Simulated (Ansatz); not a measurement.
Be6S5. Charge 0, multiplicity 1. Geometry r2SCAN-D4/def2-SVP.

```xyz
11

Be    0.4456   -1.6575    0.7426
Be    1.7699    0.2789   -1.0923
Be    1.6279    2.2703   -0.5812
Be   -0.2417    1.4073    0.4610
Be   -1.5864   -0.6195    0.8876
Be   -0.7674   -1.2585   -1.1503
S     0.4424    3.3086    0.4271
S     1.3235   -1.6336   -1.1931
S     0.0709   -0.0578    1.9832
S    -1.3669   -2.5759    0.3324
S    -1.7178    0.5375   -0.8171
```

Another isomer (singlet) lies 1.30 eV lower at PBE0-D4/def2-TZVP; other spin states weren't run for this one.

(1) Estimate the orbital energies around the gap (eV) in Ansatz with HF/STO-3G, PBE-D4/def2-SVP, PBE-D4/def2-TZVP, r2SCAN-D4/def2-TZVP, PBE0-D4/def2-SVP.

Answers

(1) 
| orbital | HF/STO-3G | PBE-D4/def2-SVP | PBE-D4/def2-TZVP | r2SCAN-D4/def2-TZVP | PBE0-D4/def2-SVP |
| --- | --- | --- | --- | --- | --- |
| HOMO−13 | -11.71 | -9.69 | -9.47 | -9.82 | -11.11 |
| HOMO−12 | -11.37 | -9.47 | -9.26 | -9.62 | -10.87 |
| HOMO−11 | -11.35 | -9.42 | -9.21 | -9.56 | -10.82 |
| HOMO−10 | -10.49 | -8.89 | -8.66 | -8.99 | -10.18 |
| HOMO−9 | -9.68 | -8.28 | -8.11 | -8.41 | -9.56 |
| HOMO−8 | -8.94 | -7.84 | -7.64 | -7.90 | -9.02 |
| HOMO−7 | -8.69 | -7.71 | -7.50 | -7.78 | -8.90 |
| HOMO−6 | -8.57 | -7.62 | -7.47 | -7.74 | -8.81 |
| HOMO−5 | -8.28 | -7.53 | -7.32 | -7.57 | -8.68 |
| HOMO−4 | -8.08 | -7.24 | -7.08 | -7.35 | -8.42 |
| HOMO−3 | -7.66 | -7.12 | -6.93 | -7.18 | -8.27 |
| HOMO−2 | -7.36 | -6.91 | -6.72 | -6.95 | -8.02 |
| HOMO−1 | -7.22 | -6.27 | -6.18 | -6.40 | -7.36 |
| HOMO | -6.28 | -5.95 | -5.84 | -6.05 | -6.99 |
| LUMO | 3.41 | -3.52 | -3.41 | -3.15 | -2.84 |
| LUMO+1 | 3.82 | -3.34 | -3.19 | -2.93 | -2.65 |
| LUMO+2 | 4.72 | -2.72 | -2.65 | -2.43 | -2.02 |
| LUMO+3 | 6.48 | -1.62 | -1.60 | -1.20 | -0.84 |
| LUMO+4 | 6.56 | -1.49 | -1.48 | -1.07 | -0.74 |
| LUMO+5 | 6.61 | -1.48 | -1.45 | -1.00 | -0.68 |
